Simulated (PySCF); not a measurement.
C₅H₆N₂Si.
Structure used (GFN2-xTB), in Å, numbered top down from 1:
```
atom  x, y, z in Å
N1    -2.8631    2.4801    0.4683
C2    -2.4695    1.4231    0.2702
Si3   -1.8384   -0.3122   -0.0440
N4    -0.0964   -0.2670   -0.0508
C5     0.7198   -0.3102    1.0536
C6     2.0170   -0.2099    0.6620
C7     2.0150   -0.0956   -0.7506
C8     0.7169   -0.1317   -1.1498
H9    -2.2709   -1.1458    1.0744
H10   -2.2835   -0.7203   -1.3725
H11    0.2996   -0.4134    2.0348
H12    2.8807   -0.2202    1.2973
H13    2.8772   -0.0024   -1.3812
H14    0.2949   -0.0748   -2.1339
```

The closed-shell SCF was solved with PySCF and density fitting under several settings on one GFN2-xTB geometry (grid level 2 and gas phase unless stated).

```tsv
settings	basis functions	SCF cycles	E (Eh)	HOMO (eV)	LUMO (eV)	dipole (D)
PBE0/pcSseg-1	173	14	-592.6065	-6.63	-0.99	3.33
PBE0/def2-SVPD	212	14	-592.3535	-6.66	-1.05	3.33
LC-wPBE/STO-3G, IEF-PCM chloroform, level shift 0.3 Eh	50	12	-585.6772	-7.17	5.97	3.73
HSE06/pcSseg-1, start guess vsap	173	16	-592.6488	-6.23	-1.37	3.34
PBE0/def2-SVPD, energy threshold 1e-11 Eh	212	13	-592.3535	-6.66	-1.05	3.33
```

Problem. Estimate the rows for these settings: (1) KT3/pcSseg-0; (2) PBE0/def2-SVP, IEF-PCM dimethylsulfoxide, fitting basis def2-universal-jkfit, energy threshold 1e-11 Eh.

Solution. 
| settings | basis functions | SCF cycles | E (Eh) | HOMO (eV) | LUMO (eV) | dipole (D) |
| --- | --- | --- | --- | --- | --- | --- |
| KT3/pcSseg-0 | 88 | 16 | -599.2071 | -5.57 | -1.73 | 3.37 |
| PBE0/def2-SVP, IEF-PCM dimethylsulfoxide, fitting basis def2-universal-jkfit, energy threshold 1e-11 Eh | 146 | 11 | -592.3483 | -6.46 | -0.71 | 4.02 |

Problem. Over all rows, what range does the HOMO–LUMO gap span?

Solution. From 3.84 eV (KT3/pcSseg-0) to 13.14 eV (LC-wPBE/STO-3G, IEF-PCM chloroform, level shift 0.3 Eh). The functional of the narrowest has no exact exchange, that of the widest range-separated exact exchange.

Problem. And the dipole moment?

Solution. From 3.33 D to 4.02 D; the largest is 1.21 times the smallest, and the median is 3.34 D.

Problem. Compare two rows with the functional PBE0: PBE0/pcSseg-1 and PBE0/def2-SVPD. Which energy is lower, and by how much?

Solution. PBE0/pcSseg-1 (173 functions) lies 0.2530 Eh or 159 kcal/mol below PBE0/def2-SVPD (212 functions). The smaller set gives the lower energy; the two sets aren't nested, so the variational bound doesn't order them by size.

Cycle counts include a coarse-grid stage where the run had one. KT3 was designed for NMR shieldings or shifts; total energies of different functionals aren't comparable. One conformer (not necessarily the lowest) at the GFN2-xTB geometry, without vibrations or thermal averaging.
